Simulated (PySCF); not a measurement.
Isomers of [C7H15FN]+ (charge +1). Computed with PBE0-D3(BJ)/def2-SVP geometry optimisation, gas phase in PySCF. Energies are electronic, without zero-point or thermal terms, for one conformer each. No frequencies were run at this level. Point groups hold within 0.08 Å.

Question: Order them by energy at this level, lowest first, and give relative energies in kcal/mol.
A. `[CH3:1][C@@H:2]1[NH2+:3][CH2:4][CH2:5][CH2:6][C@@H:7]1[CH2:8][F:9]` (charge +1) with C6–C7–C8–F9 -75°, C1–C2–N3–C4 174°, C2–N3–C4–C5 58°, N3–C4–C5–C6 -54°, C4–C5–C6–C7 54°
B. `[CH3:1][N+:2]1([CH3:3])[CH2:4][CH2:5][CH2:6][C@H:7]1[CH2:8][F:9]` (charge +1) with C6–C7–C8–F9 59°, C1–N2–C4–C5 164°, N2–C4–C5–C6 -36°, C4–C5–C6–C7 17°, C5–C6–C7–C8 -115°

Answer: A (0.0), B (19.8).

As drawn, the lower has an N–H bond, which the higher lacks.

| SMILES | E (Eh) | E rel (kcal/mol) | dipole about centre of mass (D) | point group | A, B, C (MHz) |
| --- | --- | --- | --- | --- | --- |
| C[C@@H]1[NH2+]CCC[C@@H]1CF | -429.37763 | 0.0 | 3.53 | C1 | 1945, 1592, 1294 |
| C[N+]1(C)CCC[C@H]1CF | -429.34602 | 19.8 | 3.88 | C1 | 2047, 1630, 1271 |
